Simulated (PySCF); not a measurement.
# Ionisation energy of Ba²⁵⁺ by level of theory

Ba²⁵⁺ [Ar] 3d10 4s2 4p1 [4p1/2^1, M_J = 1/2] → Ba²⁶⁺ [Ar] 3d10 4s2, as a difference of total energies. Calculation: PySCF 2.14, in an uncontracted even-tempered set (17 s from 1.9 bohr⁻², ratio 2.8; 13 p from 2.5 bohr⁻², ratio 2.8; 8 d from 4.5 bohr⁻², ratio 2.8; 4 f from 12 bohr⁻², ratio 3); the two-component X2C-1e Hamiltonian. Correlated levels: [Ne] frozen; the 74 highest virtual spinors dropped. "Screened" scales the spin-orbit matrix elements by Boettger's factors to mimic the two-electron term; Breit and QED terms are absent.

Question: Order these methods by the ionisation energy they give, lowest first.
A. GHF (spin-free)
B. GHF (screened spin-orbit)
C. GMP2 (screened spin-orbit)
D. GMP2 (spin-free)

Answer: A (828.82 eV), D (829.57 eV), B (843.99 eV), C (844.75 eV).

Breit and QED terms and the two-electron picture change are absent.

The spin-free rows lack the spin-orbit shift.

For comparison: 846 ± 4 eV (theoretical estimate listed by NIST; NIST Atomic Spectra Database, ionization energies).
